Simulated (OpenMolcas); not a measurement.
**Computed transition rates of Ca**

```
Program             : OpenMolcas 26.06
Method              : SS-CASPT2, IPEA 0.25 Eh, imaginary shift 0.1 Eh (closed shells correlated: 3s 3p)
Basis               : ANO-RCC-VTZP [6s5p2d1f]
Scalar Hamiltonian  : DKH2, point nucleus
Active space        : 2 electrons in 4 orbitals (4s 4p)
State averaging     : 2S+1 = 3 even, 3 roots; 2S+1 = 1 even, 6 roots kept (CI in the orbitals of an earlier block); 2S+1 = 3 odd, 3 roots; 2S+1 = 1 odd, 3 roots kept (CI in the orbitals of an earlier block)
Spin-orbit coupling : state interaction with AMFI integrals over the reference wave functions, term energies averaged over their components
```

Rates come from the transition moments of the reference wave functions (E1 and E2 in the length form). At fixed line strength A goes as λ^-3 for E1 and M1 and as λ^-5 for E2, so a rate at the computed wavelength can be rescaled to the measured one. Measured vacuum wavelengths follow from level energies in NIST Handbook of Basic Atomic Spectroscopic Data. Branching counts decays inside the model space alone, at computed energies, and the table is only a selection of the E1 lines, drawn from those between levels with measured partners whose computed energy lies within a factor of 1.5 of the measured one.

```tsv
Upper	Lower	Type	λ computed (nm)	λ measured (nm)	A computed (s-1)	A rescaled (s-1)	Branching %
4p2 3P1	4s 4p 3P* 2	E1	393.3	432	1.72e+08	1.30e+08	41.4
4p2 3P0	4s 4p 3P* 1	E1	392.6	430.9	4.14e+08	3.13e+08	100.0
4p2 3P2	4s 4p 3P* 2	E1	392.2	430.4	3.11e+08	2.35e+08	74.8
4p2 3P1	4s 4p 3P* 1	E1	392.1	430	1.04e+08	7.89e+07	25.1
4p2 3P1	4s 4p 3P* 0	E1	391.5	429.1	1.39e+08	1.06e+08	33.6
4p2 3P2	4s 4p 3P* 1	E1	391	428.4	1.05e+08	7.98e+07	25.2
```

The largest correction is for 4p2 3P1 → 4s 4p 3P* 2 (E1): 1.72e+08 × (393.3 / 432)^3 = 1.30e+08 s-1, a factor of 0.75.

The computed rate and branching of 4p2 3P0 → 4s 4p 3P* 1 give the upper level a radiative lifetime of 1.000 / 4.14e+08 s-1 = 2.42e-09 s, counting decays inside the model space alone. The rescaled rate gives about 3.2e-09 s.

No measured rate stands beside these. Rescaling mends the energy factor alone: line strengths can still be far off where a level mixes with configurations outside the active space, and weak or spin-changing lines hang on small mixing coefficients that depend on the term gaps too, so rescaling need not improve them.

The ¹D term of p² mixes with s d, which this space lacks. Computed and measured levels are paired by configuration, term and J; levels that our copy of the source lacks, or whose pairing is in doubt (as where it misses far off the trend of its configuration), stay unpaired. Only configurations of the active space appear.

* marks odd parity.
